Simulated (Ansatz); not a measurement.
Species: Ga, charge 0, doublet.

Total energies in cc-pV5Z, 3 correlated electrons, 14 frozen orbitals. Open shells are spin-unrestricted; no spin-orbit coupling. Cores are frozen in correlated methods (noble-gas shells, and filled d and f shells in the p block). No relativity.

```json
[
 {"method": "HF", "program": "Ansatz", "energy (Eh)": "-1923.26444", "minus CCSDT (mEh)": "49.93"},
 {"method": "MP2", "program": "Ansatz", "energy (Eh)": "-1923.30146", "minus CCSDT (mEh)": "12.91"},
 {"method": "CCSD", "program": "Ansatz", "energy (Eh)": "-1923.31306", "minus CCSDT (mEh)": "1.31"},
 {"method": "CCSD(T)", "program": "Ansatz", "energy (Eh)": "-1923.31408", "minus CCSDT (mEh)": "0.29"},
 {"method": "CCSDT", "program": "Ansatz", "energy (Eh)": "-1923.31437", "minus CCSDT (mEh)": "0.00"}
]
```

Ansatz is an electronic-structure program.
